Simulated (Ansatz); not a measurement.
Consider the hydrogenolysis of the Al–Br bond: `[CH3][Al]([OH])[Br]` + H₂ → `[CH3][AlH][OH]` + HBr.

Gas-phase electronic energies from Ansatz, PBE0-D4/def2-TZVP geometries. CCSD(T)/CBS is the MP2 limit (def2-TZVPP, def2-QZVPP) plus CCSD(T) − MP2 in def2-TZVPP, frozen cores. This one scheme is used for every species. Functionals use def2-TZVPP. HSE06 is defined as in plane-wave codes. For Br outer-core shells are correlated without core-valence functions, which leaves a few kJ/mol of doubt a bond. Scalar relativity is left out up to krypton. Each species was taken in one conformer, which may not be the lowest.

Is it downhill or uphill in electronic energy at CCSD(T)/CBS, and by how much? (Estimate.)

Computed: Uphill: ΔE = +156.9 kJ/mol.

What do these levels give: PBE0-D4, BHLYP-D4, CAM-B3LYP-D4, PBE-QIDH, PBE, revPBE, BLYP, HSE06, MP2/def2-SVP, MP2/def2-TZVPP, HF/CBS(def2), MP2/CBS(def2)? (Estimate.)

The calculation gave: PBE0-D4 153.7, BHLYP-D4 155.5, CAM-B3LYP-D4 148.0, PBE-QIDH 157.1, PBE 147.1, revPBE 146.0, BLYP 141.8, HSE06 150.2, MP2/def2-SVP 153.5, MP2/def2-TZVPP 162.3, HF/CBS(def2) 146.3, MP2/CBS(def2) 167.4 kJ/mol.

What do rigid-rotor, harmonic-oscillator terms from PBE0-D4/def2-TZVP frequencies (298.15 K, 1 bar) make of the CCSD(T)/CBS value? (Best estimate.)

Ansatz gave: ΔZPE = +2.6 kJ/mol, ΔH = +156.6 kJ/mol, ΔS = 22 J/(mol·K), ΔG = +150.1 kJ/mol. Modes under 50 cm⁻¹ make the entropy rough.

Largest T1 diagnostic among the species: 0.011.

The D4 term adds +6.9 kJ/mol with B3LYP and +3.8 kJ/mol with PBE0; it sums over pairs of atoms, weighted by their polarisabilities, and B3LYP, whose exchange is more repulsive, gets the larger term. Leaving LDA and LC-ωPBE aside and taking each functional with its dispersion term where it has one, the values, not all of them listed here, spread over 20.0 kJ/mol, from B97M-V to r2SCANh-D4.

B3LYP here is the variant with VWN-RPA as its local correlation; programs differ in this.
